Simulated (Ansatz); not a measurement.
Reaction (ligand exchange at the Si–C bond): `O=COC[SiH2]S` + `C[SeH]` → `C[Se][SiH2]S` + `COC=O`

Program: Ansatz. Geometries: PBE0-D4/def2-TZVP. ΔE: electronic, gas phase. CCSD(T)/CBS is the MP2 limit (def2-TZVPP, def2-QZVPP) plus CCSD(T) − MP2 in def2-TZVPP, frozen cores. Functionals use def2-TZVPP. For Se outer-core shells are correlated without core-valence functions, which leaves a few kJ/mol of doubt a bond. Scalar relativity is left out up to krypton. Each species was taken in one conformer, which may not be the lowest.

(1) Is it downhill or uphill in electronic energy at CCSD(T)/CBS, and by how much? (Best estimate.)

(2) What do these levels give: PBE0-D4, ωB97X-V, HF/def2-TZVPP, MP2/def2-QZVPP, SCS-MP2/def2-QZVPP, MP2/CBS(def2)? (An estimate is asked.)

Largest T1 diagnostic among the species: 0.015.

Results:

(1) Ansatz gave: Downhill: ΔE = -91.2 kJ/mol.

(2) Ansatz gave: PBE0-D4 -92.4, ωB97X-V -86.3, HF/def2-TZVPP -89.5, MP2/def2-QZVPP -96.5, SCS-MP2/def2-QZVPP -92.4, MP2/CBS(def2) -98.7 kJ/mol.
